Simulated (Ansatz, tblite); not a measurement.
Cost and result up the ladder for In₁₃Sb₁₄H₃₄⁺, a nanocrystal cut from wurtzite InSb (hydrogen-capped) (61 atoms). Total charge 1; singlet. Geometry: PBE-D4/def2-SVP.

Cartesian coordinates in Å:
```
Sb 4.287 2.558 -0.793
In 4.587 -0.346 -1.069
Sb 3.607 -0.704 -3.756
Sb 0.908 2.827 -4.091
In 0.937 -0.056 -4.629
Sb 3.245 2.114 3.248
In 2.427 3.780 1.041
In 3.529 -0.797 3.032
Sb 2.532 -1.458 0.491
In 2.807 -4.415 0.254
Sb -0.054 2.626 0.274
In -0.777 4.034 -2.086
In 0.006 -0.237 -0.026
Sb -0.661 -1.206 -2.625
Sb 0.106 -4.941 -0.512
In -0.653 -4.139 -3.147
Sb -3.128 2.620 -2.977
In -3.162 -0.266 -3.496
Sb 1.405 -1.642 4.786
Sb -1.311 1.884 4.503
In -1.890 3.562 2.231
In -1.387 -1.046 4.389
Sb -1.772 -1.677 1.678
In -1.870 -4.651 1.531
Sb -4.303 2.125 1.576
In -4.429 -0.801 1.420
Sb -4.936 -1.133 -1.397
H 5.822 3.264 -0.487
H 4.055 3.322 -2.315
H 6.276 -0.708 -0.886
H 4.776 -0.216 -4.915
H 3.744 -2.390 -4.033
H 2.492 3.448 -3.852
H 0.618 3.677 -5.556
H 0.690 -0.264 -6.335
H 4.701 2.786 3.864
H 2.275 2.561 4.594
H 2.563 5.496 1.264
H 5.116 -1.202 3.610
H 3.898 -4.520 -1.100
H 3.100 -4.830 1.920
H -0.865 5.767 -2.078
H 0.146 -6.657 -0.688
H 0.677 -4.251 -4.267
H -2.348 -4.405 -3.444
H -3.709 3.454 -4.361
H -4.416 3.099 -1.945
H -3.804 -0.496 -5.093
H 1.851 -1.461 6.435
H 1.481 -3.354 4.748
H 0.157 2.460 5.187
H -2.315 2.428 5.786
H -2.051 5.263 2.536
H -2.410 -1.584 5.685
H -1.242 -5.061 3.103
H -3.483 -4.878 0.912
H -4.958 2.868 0.173
H -5.522 2.691 2.646
H -5.743 -1.315 2.433
H -5.050 -2.830 -1.611
H -6.571 -0.775 -1.781
```

Ansatz on 10 threads of AMD EPYC 7R13 on a shared host and a whole NVIDIA H100 80GB HBM3; xTB runs through tblite on one thread. Times are rough, summed over both states, and most runs start from the orbitals of an earlier one. r2SCAN0-D4/def2-SVP serves as the yardstick here, not as an exact answer. The other state is a doublet.

In the def2 sets In, Sb take a core potential; there is no spin–orbit coupling. The xTB rows come from tblite. Single mean-field runs in def2-SVP are fitted with def2-universal-jkfit.

Run but left out: PBE-D4/def2-SVP (charge +2 doublet: an occupied level 0.04 eV above an empty one).

Raw xTB energies of ions are shifted by several eV.

```tsv
level	functions	wall time	vertical IE (eV)	difference from r2SCAN0-D4/def2-SVP (eV)
GFN1-xTB	311	2 s	12.62	3.20
GFN2-xTB	277	22 s	13.46	4.04
PBE0-D4/def2-SVP	872	61 s	9.36	-0.06
r2SCAN0-D4/def2-SVP	872	67 s	9.42	0.00
```
